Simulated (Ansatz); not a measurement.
Saddle point of GaH$_{2}$F, singlet (GaH₂F ([F][GaH2]) → GaH + HF; bonds formed: F2–H3; bonds broken: Ga1–F2, Ga1–H3), PBE0-D4/def2-TZVP structure:

Ga1  (-0.539, 0.403, 0.106)
F2  (0.974, -0.826, -0.508)
H3  (-0.008, -0.379, -1.236)
H4  (-0.427, 0.803, 1.637)
(Å)

Energies are electronic, without zero-point energy. Barriers and step energies count from the start structure reached by relaxing down the imaginary mode; all methods use the PBE0-D4 structures, on which another method's saddle can fall below an end. Computed with Ansatz 0.2.0 (basis: def2-TZVPP, with def2-QZVPP for the basis limit); correlated methods freeze the cores. Filled d shells of the heavier atoms are correlated. The def2 sets are not built for correlating such inner shells, so the correlated values are less sure here. B3LYP uses VWN-RPA correlation. Extrapolation: Hartree–Fock as exp(−7.88 √X), correlation as X^−2.97.

```csv
method,barrier (kcal/mol),step energy (kcal/mol)
SPW92,46.37,36.46
PBE-D4,48.29,31.97
BLYP-D4,48.78,29.58
r2SCAN-D4,55.37,39.37
B97M-V,58.46,38.64
PBE0-D4,56.35,33.99
B3LYP-D4,55.20,31.63
r2SCAN0-D4,?,38.61
BHLYP-D4,64.25,34.58
CAM-B3LYP-D4,?,35.58
wB97X-V,?,38.38
wB97M-V,58.76,34.48
B2PLYP,58.49,35.17
PBE-QIDH,62.99,38.58
RPA on PBE,58.78,34.82
HF,78.10,36.71
MP2,62.67,39.61
CCSD,65.06,36.39
CCSD(T),61.79,36.70
```

Question: Fill in the withheld barriers. (Judge from chemistry; the value comes from the calculation.)

Answer: The calculation gives: CAM-B3LYP-D4 59.05; r2SCAN0-D4 60.54; wB97X-V 61.73 kcal/mol. Each is the energy of the saddle less that of the start structure, by the same method.

For comparison, the barrier by CCSD(T) at an estimated basis limit (MP2 extrapolated from triple and quadruple zeta, plus CCSD(T) − MP2 in triple zeta) is 59.53 kcal/mol.

No T1 diagnostic of these runs exceeds 0.019. The restricted Hartree–Fock reference is unstable towards an unrestricted one at one or more of these structures.

Labels in which every atom is bracketed show which atoms are joined, not bond orders.

For scale, one of the runs: CCSD(T)/def2-TZVPP, 107 basis functions, launched by `ansatz run in.yaml --threads 2 --pin off --events-out ev --progress --plain --max-ram 4352MiB`. The run took about 4.2 s on 2 CPU threads of an Arm Neoverse V2 (shared host).
